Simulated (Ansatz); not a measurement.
System: InF$_{2}$, charge 1, multiplicity 1. It need not be the lowest isomer of its formula. 
Structure (B3LYP-D3(BJ)/def2-TZVP (Ansatz, a program for electronic structure) minimum search):
SMILES: [F][In+][F]
```xyz
3

In     0.0000     0.0000     0.0000
F      0.0000     0.0000    -1.8552
F      0.0000     0.0000     1.8552
```
Charge +1, spin multiplicity 1.

Basis-set convergence of Hartree-Fock and CCSD correlation energies (hartree) with Ansatz. Valence correlation only, unless marked. Spin-orbit coupling is left out. The frozen core is the preceding noble-gas configuration, with the filled d and f shells of earlier blocks. In def2 rows, elements after Kr have scalar-relativistic effective core potentials.

```tsv
basis	functions	E(HF)	E(corr, CCSD)
def2-SVPD	78	-387.65552	-0.44541
def2-TZVPPD	136	-387.91041	-0.56016
def2-QZVPPD	220	-387.92144	-0.60433
```

Extrapolating the two largest sets (X = 3 and 4) as X^-3: E(corr) = (64·(-0.60433) - 27·(-0.56016))/37 = -0.6366 Eh, an estimate of the basis-set limit. The largest set recovers 94.9 % of it, the smallest 70.0 %.
